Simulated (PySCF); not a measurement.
Cartesian coordinates in Å; atom numbers follow the order of the lines, from 1:
```xyz
15

F    -2.7386    1.8479    0.1262
B    -2.4872    0.7081   -0.4964
F    -3.3864    0.3183   -1.3812
C    -1.2217   -0.1441   -0.1710
C    -0.0520    0.6267    0.4450
N     1.0602   -0.1882    0.8753
Si    2.3301   -0.7359   -0.1677
H    -1.5656   -0.9186    0.5436
H    -0.9070   -0.7075   -1.0651
H     0.3236    1.3598   -0.2904
H    -0.4203    1.2311    1.2917
H     0.8668   -0.7408    1.7036
H     2.9152    0.4466   -0.8721
H     3.3498   -1.4034    0.6943
H     1.9225   -1.7131   -1.2358
```

Geometry: PBE0-D3(BJ)/def2-SVP; GIAO shifts from PySCF 2.14, gas phase, non-relativistic, averaged over equivalent atoms.

At PBE0/pcSseg-1 (166 basis functions, 40 s wall time on 1 thread of an Arm Neoverse N1, shared host):
```json
{"atoms": "F1/F3", "δ (ppm)": "-63.7"}
{"atoms": "B2", "δ (ppm)": "29.1"}
{"atoms": "C5", "δ (ppm)": "41.8"}
{"atoms": "C4", "δ (ppm)": "20.2"}
{"atoms": "N6", "δ (ppm)": "25.5"}
{"atoms": "Si7", "δ (ppm)": "-55.3"}
{"atoms": "H13/H14/H15", "δ (ppm)": "4.62"}
{"atoms": "H10/H11", "δ (ppm)": "2.83"}
{"atoms": "H8/H9", "δ (ppm)": "1.09"}
{"atoms": "H12", "δ (ppm)": "-0.32"}
```

δ = σ(ref) − σ, references computed at the same level: ¹⁹F (σref 177.25) vs CFCl3; ¹¹B (σref 100.73) vs BF3·OEt2; ¹³C (σref 184.41) and ²⁹Si (σref 351.99) and ¹H (σref 31.27) vs TMS; ¹⁵N (σref 265.67) against NH3.

Task: What do these become at KT2/pcSseg-1?

Result: 
```
      atoms  δ at KT2/pcSseg-1  change
      F1/F3              -89.5   -25.8
         B2               25.6    -3.5
         C5               45.0    +3.2
         C4               20.8    +0.6
         N6               31.2    +5.7
        Si7              -56.8    -1.5
H13/H14/H15               4.76   +0.14
    H10/H11               2.93   +0.10
      H8/H9               1.08   -0.01
        H12              -0.29   +0.03
```

Chemical shifts δ = σref − σ; ¹⁹F (σ = 138.57 ppm) against CFCl3; BF3·OEt2 for ¹¹B (σ = 99.90 ppm); ¹³C (σ = 183.22 ppm) and ²⁹Si (σ = 361.05 ppm) and ¹H (σ = 31.18 ppm) against TMS; NH3 for ¹⁵N (σ = 264.30 ppm), all at this level.

The largest change is at F1/F3 (fluorine bonded to B). Cost: 166 basis functions, 40 s wall time on 1 thread of an Arm Neoverse N1, shared host.

A carbon bonded to boron is broadened by the quadrupolar boron nucleus and is often missing from a measured spectrum. Unscaled 19F shifts against computed CFCl3 carry errors that often reach 10 to 50 ppm. Experimental scales use liquid or dissolved standards, which lie at an offset from isolated NH3 (liquid NH3: subtract about 20 ppm).
